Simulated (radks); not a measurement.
Problem. Cr11+, 13 electrons, occupied as [Ne] 3s2 3p1. Method: scalar-relativistic Kohn-Sham, r2SCAN, spin-polarised, spherical densities, finite nucleus; open shells are filled with parallel spins first; meta-GGA in the generalised Kohn-Sham scheme; Fermi nuclear charge, rms radius 3.6452 fm; computed with a radial shooting solver on a logarithmic mesh with Libxc functionals. Some entries of the table are withheld. Estimate them.

orbital  occ.  eigenvalue (hartree)  <1/r> (bohr^-1)
1s up       1             -228.0404            23.88
1s down     1             -228.0052            23.89
2s up       1             -35.45281            5.113
2s down     1             -35.43316            5.113
2p up       3             -31.51795              (1)
2p down     3             -31.47974              (2)
3s up       1             -11.61070            1.843
3s down     1             -11.43185            1.835
3p up       1                   (3)              (4)
3p down     0                   (5)              (6)

Solution. 
(1) 2p up <1/r> (bohr^-1): 4.998
(2) 2p down <1/r> (bohr^-1): 4.996
(3) 3p up eigenvalue (hartree): -10.42203
(4) 3p up <1/r> (bohr^-1): 1.767
(5) 3p down eigenvalue (hartree): -10.25235
(6) 3p down <1/r> (bohr^-1): 1.761
